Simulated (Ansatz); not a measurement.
Reaction (hydrogenolysis of a B–Si bond): `C[SiH2][B](C)[AlH2]` + H₂ → `C[BH][AlH2]` + `C[SiH3]`

Calculated with Ansatz (gas phase, PBE0-D4/def2-TZVP geometries, no zero-point term in ΔE). CCSD(T)/CBS is the MP2 limit (def2-TZVPP, def2-QZVPP) plus CCSD(T) − MP2 in def2-TZVPP, frozen cores. This one scheme is used for every species. Functionals use def2-TZVPP. B3LYP here is the variant with VWN-RPA as its local correlation; programs differ in this. Each species was taken in one conformer, which may not be the lowest.

Q: Is it downhill or uphill in electronic energy at CCSD(T)/CBS, and by how much? (Estimate.)

A: The calculation gave: Downhill: ΔE = -31.2 kJ/mol.

Q: What do these levels give: PBE-D4, r2SCAN-D4, PBE0-D4, B3LYP-D4, B2PLYP, PBE, HF/def2-TZVPP, MP2/def2-TZVPP, SCS-MP2/def2-TZVPP, HF/def2-QZVPP, SCS-MP2/def2-QZVPP, CCSD/CBS(def2)? (Estimate.)

A: The calculation gave: PBE-D4 -17.3, r2SCAN-D4 -25.2, PBE0-D4 -25.0, B3LYP-D4 -31.9, B2PLYP -42.4, PBE -26.7, HF/def2-TZVPP -71.0, MP2/def2-TZVPP -32.9, SCS-MP2/def2-TZVPP -41.3, HF/def2-QZVPP -71.4, SCS-MP2/def2-QZVPP -39.9, CCSD/CBS(def2) -38.1 kJ/mol.

Largest T1 diagnostic among the species: 0.012.

The D4 term adds +15.0 kJ/mol with B3LYP and +8.6 kJ/mol with PBE0; it sums over pairs of atoms, weighted by their polarisabilities, and B3LYP, whose exchange is more repulsive, gets the larger term. In def2-TZVPP, CCSD(T) changes the Hartree–Fock value by +37.1 kJ/mol (the triples alone add +6.9 kJ/mol) and MP2 by +38.1 kJ/mol. From PBE to PBE0 (25 % exact exchange), in def2-TZVPP and without D4, ΔE moves by −6.9 kJ/mol.
